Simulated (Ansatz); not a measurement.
System: C4H10N, net charge 0, doublet state. It need not be the lowest isomer of its formula. 
Structure (B3LYP-D3(BJ)/def2-TZVP (Ansatz, a first-principles code) minimum search):
SMILES: [CH2]CNCC
```xyz
15

C      2.3639    -0.5061     0.0938
C      1.0524     0.0975     0.4220
N      0.1054    -0.0392    -0.6785
C     -1.1919     0.5890    -0.4457
C     -2.0697    -0.2216     0.5000
H      2.4097    -1.3584    -0.5702
H      3.2547    -0.2117     0.6300
H      1.1888     1.1496     0.7349
H      0.6228    -0.4080     1.3007
H      0.5250     0.3447    -1.5163
H     -1.0880     1.6158    -0.0546
H     -1.6914     0.6695    -1.4136
H     -1.6374    -0.2847     1.4999
H     -2.1968    -1.2368     0.1214
H     -3.0535     0.2417     0.5975
```
Charge 0, spin multiplicity 2.

Total electronic energies in hartree. Cores are frozen in the correlated levels unless marked. Open shells are spin-unrestricted. No spin-orbit coupling. Non-relativistic. CBS(X,Y): correlation extrapolated as X^-3; Hartree-Fock from the larger set.

```tsv
level	program	energy (Eh)
revPBE-D4/def2-TZVPD	Ansatz + dftd4	-213.16678
HSE06-D3(BJ)/def2-TZVPD	Ansatz + dftd3	-212.93343
HSE06/def2-TZVPD	Ansatz	-212.92713
MP2/cc-pVQZ	Ansatz	-212.71710
RI-MP2/cc-pVQZ	Ansatz	-212.71673
CCSD/STO-3G	Ansatz	-209.43850
CCSD/cc-pVTZ	Ansatz	-212.70164
CCSD/cc-pVQZ	Ansatz	-212.76241
CCSD(T)/CBS(cc-pVTZ,cc-pVQZ)	Ansatz	-212.8387
```

Totals of different functionals don't rank their quality; only differences between species are comparable.
